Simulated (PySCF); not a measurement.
## AlI3, singlet: data card

All numbers come from PySCF, PBE, basis Al def2-SVP, I def2-SVP with ECP28 (scalar-relativistic core potentials, no spin–orbit coupling, density fitting).

The structure is a minimum.

- Point group: D3h
- Bond lengths: Al–I 2.475 Å (×3)
- Bond angles: I–Al–I 120.0° (×3)
- Zero-point energy: 7.6 kJ/mol
- Entropy at 298.15 K and 1 bar: 374.7 J/(mol K)
- Dipole moment: 0.00 D
- Rotational constants: 0.01446, 0.01446, 0.00723 cm⁻¹
- Highest occupied level: -6.57 eV
- Principal polarisabilities: 65.0, 131.0, 131.0 bohr³
- Lowest empty level: -2.78 eV
- Heat capacity Cp at 298.15 K: 77.6 J/(mol K)
- Rotational symmetry number: 6
- Atomisation energy without zero-point energy: 922 kJ/mol
- Enthalpy at 298.15 K above 0 K: 19.06 kJ/mol
- Principal quadrupole moments (Buckingham, traceless) about the centre of mass: -0.60, -0.60, 1.21 D Å

Harmonic modes (masses in u: Al 26.982, I 126.904):
| symmetry | ω (cm⁻¹) | IR (km/mol, summed over degenerate members) |
| --- | --- | --- |
| e' | 63 | 1.1 |
| a2'' | 142 | 5.6 |
| a1' | 156 | 0.0 |
| e' | 422 | 242 |

In D3h the vibrations span 2e' + a2'' + a1'. The a1' mode carries no infrared intensity, as symmetry demands.

Charges (e):
| atom | Mulliken | Löwdin | polar tensor | Mayer order to Al1 |
| --- | --- | --- | --- | --- |
| Al1 | 0.44 | -0.01 | 1.29 | – |
| I2,3,4 | -0.15 | 0.00 | -0.43 | 1.16 |

Mulliken populations on Al1: s 5.01, p 7.34, d 0.21.

Outer orbital energies (eV). occupied: -8.57, -8.57, -7.55, -7.07, -7.07, -6.97, -6.97, -6.57; empty: -2.78, -2.61, -0.05, -0.05.

Counting electrons, aluminium keeps none of its valence electrons outside its bonds, so the VSEPR class is AX3 and the expected shape is trigonal planar (D3h), as computed.

The final relaxation and frequency run took about 50 core-seconds on a shared host.
